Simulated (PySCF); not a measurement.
Ga(Me)(OH)2(MeCN), C₃H₈GaNO₂, singlet, GFN2-xTB optimised geometry.

```
15

Ga    -1.01    -1.50     0.00
C     -2.20    -1.89    -1.58
H     -2.14    -2.93    -1.89
H     -1.93    -1.26    -2.42
H     -3.23    -1.69    -1.30
O      0.75    -1.50     0.00
H      1.31    -1.52    -0.78
O     -1.61    -1.73     1.64
H     -1.02    -2.06     2.32
C     -1.15     2.53     1.82
C     -1.23     1.52     0.81
N     -1.31     0.72     0.00
H     -0.12     2.60     2.18
H     -1.81     2.27     2.64
H     -1.45     3.50     1.41
```

Density from PySCF 2.14.0 with PBE0/def2-TZVP at that geometry.

Minimum of the electron density along straight lines between bonded atoms, close to the bond critical point (lines longer than 1.1 times the sum of covalent radii, or with two minima, are not listed):

| bond | length / Å | ρ at the minimum / e bohr⁻³ | ∇²ρ there / e bohr⁻⁵ | position (fraction from the first atom) |
|---|---|---|---|---|
| Ga1–C2 | 2.013 | 0.106 | 0.16 | 0.47 |
| C2–H3 | 1.090 | 0.273 | -0.91 | 0.64 |
| C2–H4 | 1.090 | 0.272 | -0.90 | 0.64 |
| C2–H5 | 1.088 | 0.274 | -0.91 | 0.64 |
| Ga1–O6 | 1.769 | 0.137 | 0.79 | 0.48 |
| O6–H7 | 0.952 | 0.366 | -2.49 | 0.81 |
| Ga1–O8 | 1.763 | 0.141 | 0.79 | 0.48 |
| O8–H9 | 0.955 | 0.363 | -2.46 | 0.81 |
| C10–C11 | 1.427 | 0.284 | -0.82 | 0.44 |
| C11–N12 | 1.146 | 0.499 | -0.11 | 0.35 |
| C10–H13 | 1.090 | 0.278 | -0.96 | 0.65 |
| C10–H14 | 1.090 | 0.278 | -0.97 | 0.65 |
| C10–H15 | 1.090 | 0.278 | -0.96 | 0.65 |
